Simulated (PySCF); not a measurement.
Compound: propyl acetate, C₅H₁₀O₂.
SMILES with atom numbers: `[CH3:1][CH2:2][CH2:3][O:4][C:5]([CH3:6])=[O:7]` (hydrogens: H8, H9, H10 on C1; H11, H12 on C2; H13, H14 on C3; H15, H16, H17 on C6)

Geometry (PBE0-D3(BJ)/def2-SVP, Å), atoms numbered from 1 in this order:
```xyz
17
C5H10O2 angstrom
C     -2.680   -0.424    0.017
C     -1.196   -0.694    0.204
C     -0.433    0.561    0.580
O      0.942    0.291    0.838
C      1.761    0.253   -0.223
C      3.176   -0.018    0.197
O      1.396    0.440   -1.354
H     -2.856    0.310   -0.784
H     -3.220   -1.343   -0.253
H     -3.139   -0.028    0.937
H     -1.037   -1.451    0.990
H     -0.764   -1.098   -0.725
H     -0.822    0.992    1.515
H     -0.511    1.314   -0.220
H      3.768   -0.315   -0.676
H      3.605    0.900    0.627
H      3.210   -0.793    0.975
```

Theory: PBE0-D3(BJ)/def2-SVP geometry optimisation, gas phase in PySCF 2.14.0.

Masses are those of the commonest isotopes; rigid-rotor values at the optimised geometry. The values belong to one conformer with, in the numbering `[CH3:1][CH2:2][CH2:3][O:4][C:5]([CH3:6])=[O:7]`, C1–C2–C3–O4 176°, C2–C3–O4–C5 84°, C3–O4–C5–C6 179°.

Problem. Give the principal moments of inertia and the rotational constants in MHz.

Solution. Ia = 72.97, Ib = 387.55, Ic = 418.27 u·Å²; 505379 MHz·u·Å²/I gives A = 6926, B = 1304, C = 1208 MHz.

Problem. Classify the top.

Solution. A near-prolate asymmetric top. Ray's parameter κ = (2B − A − C)/(A − C) = -0.966; −1 is the prolate and +1 the oblate limit.

Problem. What does the inertial defect say?

Solution. Not planar: Δ = Ic − Ia − Ib = -42.25 u·Å². For a rigid frame Δ = −2 Σ m c², so Σ m c² = 21.12 u·Å² lies off the ab plane: 9.51 from hydrogen and 11.62 from heavier atoms. The atom farthest from that plane is 1.34 Å away.

Problem. Give the other two planar moments, Paa and Pbb, and the rms extents of the mass along the axes.

Solution. Paa = Σ m a² = (Ib + Ic − Ia)/2 = 366.42 and Pbb = Σ m b² = (Ia + Ic − Ib)/2 = 51.85 u·Å². With the mass M = 102.07 u, the rms extents √(P/M) along a, b and c are 1.89, 0.71, 0.45 Å.

Problem. Where do the levels up to J = 5 lie, in MHz?

Solution. Above 0(0,0):
J = 1: 1(0,1) 2512, 1(1,1) 8134, 1(1,0) 8230
J = 2: 2(0,2) 7536, 2(1,2) 13063, 2(1,1) 13350, 2(2,1) 30215, 2(2,0) 30216
J = 3: 3(0,3) 15068, 3(1,3) 20455, 3(1,2) 21030, 3(2,2) 37752, 3(2,1) 37758, 3(3,1) 66101, 3(3,0) 66101
J = 4: 4(0,4) 25105, 4(1,4) 30311, 4(1,3) 31268, 4(2,3) 47800, 4(2,2) 47819, 4(3,2) 76152, 4(3,1) 76152, 4(4,1) 115837, 4(4,0) 115837
J = 5: 5(0,5) 37642, 5(1,5) 42627, 5(1,4) 44064, 5(2,4) 60359, 5(2,3) 60402, 5(3,3) 88718, 5(3,2) 88718, 5(4,2) 128401, 5(4,1) 128401, 5(5,1) 179425, 5(5,0) 179425
Those of J = 1 are B + C, A + C and A + B.

Problem. Which types of transition are allowed, and where do some lines up to J = 3 fall?

Solution. The dipole components are |μa| = 0.30 D, |μb| = 1.66 D, |μc| = 0.19 D. The squared components, which scale the intensities, stand as 0.03 : 1.00 : 0.01 (a : b : c). Some lines, for components of 0.1 D or more:

```tsv
type	branch	J(Ka,Kc)	MHz	lower level (cm⁻¹)
a	R	2(1,1) ← 1(1,0)	5120	0.275
c	Q	1(1,1) ← 1(0,1)	5622	0.084
b	R	1(1,1) ← 0(0,0)	8134	0.000
c	Q	3(2,2) ← 3(1,2)	16722	0.701
b	Q	2(2,1) ← 2(1,2)	17152	0.436
b	R	3(2,2) ← 2(1,1)	24402	0.445
c	R	3(2,2) ← 2(1,2)	24689	0.436
c	Q	3(3,1) ← 3(2,1)	28342	1.259
b	Q	3(3,1) ← 3(2,2)	28349	1.259
b	R	3(3,1) ← 2(2,0)	35884	1.008
```

Problem. Estimate the classical rotational partition function at 200 K, 298.15 K and 500 K.

Solution. Point group C1, symmetry number σ = 1; q = (√π/σ)·√((kT/h)³/(ABC)), k/h = 20836.6 MHz/K: 144000 at 200 K, 263000 at 298.15 K, 571000 at 500 K.

No PBE0-D3(BJ)/def2-SVP frequencies stand behind this structure, so it isn't proved a minimum. These are rigid-rotor constants of the computed structure; measured ground-state constants (B0) also hold zero-point vibration. A rigid rotor knows nothing of internal rotation, which can split or shift real lines.
